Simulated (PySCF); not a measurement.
Working with the constants of InC

PBE0 constants of InC, ⁴Σ⁻ (quartet), unpaired electrons σ ↑, π ↑↑ (PySCF, scalar-relativistic core potentials, basis sets In cc-pVTZ-PP with ECP28, C cc-pVTZ; masses 114.9039 and 12.0000 u):

| Quantity | Value |
| --- | --- |
| ωe | 476.1 cm⁻¹ |
| ωexe | 2.73 cm⁻¹ |
| Be | 0.31898 cm⁻¹ |
| αe | 0.00269 cm⁻¹ |
| D (centrifugal) | 5.73e-07 cm⁻¹ |
| De to In + C | 2.95 eV |

Question: Give the vibrational terms G(v) and spacings up to v = 6.

Answer: G(v) = ωe(v+½) − ωexe(v+½)².

```
v  G(v) (cm⁻¹)  G(v) − G(v−1)  Bv (cm⁻¹)
0          237                    0.3176
1          708            471     0.3149
2         1173            465     0.3123
3         1633            460     0.3096
4         2087            454     0.3069
5         2536            449     0.3042
6         2979            443     0.3015
```

Question: How well does the Morse estimate ωe²/(4ωexe) reproduce De, and what is D0?

Answer: It gives 2.57 eV, 87 % of the computed De. D0 = De − G(0) = 2.95 − 0.03 = 2.92 eV.

These are scalar-relativistic numbers at best; spin–orbit coupling would shift them, the dissociation energy most. The state is the lowest determinant that a PBE0 search found; another state may lie lower at other levels.
